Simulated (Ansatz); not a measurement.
## How basis sets differ on CH7GaN2 (SMILES [CH3][Ga]([NH2])[NH2])

The species is CH7GaN2 (11 atoms), meant as a singlet with charge 0. As SMILES, `[CH3][Ga]([NH2])[NH2]`. Geometry: relaxed at PBE0-D4/def2-TZVP.

```jsonl
{"atom": "C", "x (Å)": "-0.6064", "y (Å)": "1.6591", "z (Å)": "0.0529"}
{"atom": "Ga", "x (Å)": "0.0653", "y (Å)": "-0.1781", "z (Å)": "-0.0074"}
{"atom": "N", "x (Å)": "0.0864", "y (Å)": "-1.2477", "z (Å)": "1.4689"}
{"atom": "N", "x (Å)": "0.7084", "y (Å)": "-0.9282", "z (Å)": "-1.5385"}
{"atom": "H", "x (Å)": "-0.7426", "y (Å)": "2.0648", "z (Å)": "-0.9505"}
{"atom": "H", "x (Å)": "0.0940", "y (Å)": "2.3042", "z (Å)": "0.5882"}
{"atom": "H", "x (Å)": "-1.5636", "y (Å)": "1.7021", "z (Å)": "0.5762"}
{"atom": "H", "x (Å)": "0.5319", "y (Å)": "-2.1485", "z (Å)": "1.5001"}
{"atom": "H", "x (Å)": "-0.1102", "y (Å)": "-0.9036", "z (Å)": "2.3926"}
{"atom": "H", "x (Å)": "0.6280", "y (Å)": "-0.4872", "z (Å)": "-2.4380"}
{"atom": "H", "x (Å)": "0.9741", "y (Å)": "-1.8940", "z (Å)": "-1.6239"}
```

Each level gives the dipole moment (D). The values are calculated.

```tsv
level	kind	program	value (D)
HF/STO-3G	Hartree–Fock	Ansatz	0.48
HF/3-21G	Hartree–Fock	Ansatz	0.35
HF/6-31G	Hartree–Fock	Ansatz	0.11
HF/def2-SVP	Hartree–Fock	Ansatz	0.21
```

All-electron rows without a relativistic Hamiltonian named are non-relativistic. The values span 0.11 to 0.48 D. Magnitudes only: a small dipole may point the other way at some levels. Sets without polarisation functions give poor dipoles.
